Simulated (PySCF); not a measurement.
**WO: one state, many levels of theory**

State: triplet, unpaired electrons δ ↑↑, a mixture of terms (⟨Lz²⟩ = 1.6). Set-up: PySCF, spin-free X2C with a Gaussian nucleus, basis sets W x2c-TZVPPall, O x2c-TZVPPall. De refers to W (5d4 6s2) + O in their high-spin ground configurations, without counterpoise correction. The functionals are run spin-unrestricted. A positive dipole means W(−)O(+). Levels whose curve was spin-contaminated or gave no clean fit are not listed.

```
       Level  Re (Å)  ωe (cm⁻¹)  De (eV)  μ (D)  CPU s a point (SCF and correlation, without the integrals)
        ROHF   1.628       1202      n/a  -2.91                                                           4
    ROHF-MP2   1.652       1106      n/a    n/a                                                         7.8
ROHF-SCS-MP2   1.654       1106      n/a    n/a                                                         n/a
         PBE   1.642       1107      n/a  -1.77                                                         4.1
        BP86   1.644       1105      n/a  -1.78                                                           3
      r²SCAN   1.623       1144      n/a  -1.60                                                         5.6
       B3LYP   1.644       1122      n/a  -2.19                                                         8.5
        PBE0   1.634       1146      n/a  -2.02                                                         8.3
       B97-3   1.637       1139      n/a  -2.12                                                         6.4
       ωB97X   1.633       1158      n/a  -2.32                                                          23
```

Problem. What does a quarter of exact exchange do here, going from PBE to PBE0?

Solution. PBE0 less PBE: -0.8 pm in Re, +3.5 % in ωe. Exact exchange removes part of the self-interaction that spreads semilocal densities, and in most molecules shortens and stiffens the bond and lowers De; so it does here.

Problem. What does the step from GGA to meta-GGA do here, going from PBE to r²SCAN?

Solution. r²SCAN less PBE: -1.9 pm in Re, +3.3 % in ωe. 

Problem. What does second-order correlation do here, going from ROHF to ROHF-MP2?

Solution. ROHF-MP2 less ROHF: +2.4 pm in Re, -8.0 % in ωe. Correlation nearly always deepens the well. The bond lengthens, as in strong covalent bonds, where excitations into antibonding orbitals dominate.

Correlated steps freeze 24 core orbitals. De is left out where the level can put another filling of the metal’s s and d shells below the measured ground configuration, by anything from nothing to about 1 eV. Spin–orbit coupling is left out, which matters for elements this heavy, above all for dissociation energies. UHF is strongly spin-contaminated for WO, so the ROHF reference used there is far from stable. With d or f electrons several states lie close, and the lowest PBE0 determinant need not be the measured ground state.

The whole job (state search and all levels along the bond) took about 17 min on 2 threads of Intel Xeon 6975P-C (shared host), peak memory 7.2 GiB.
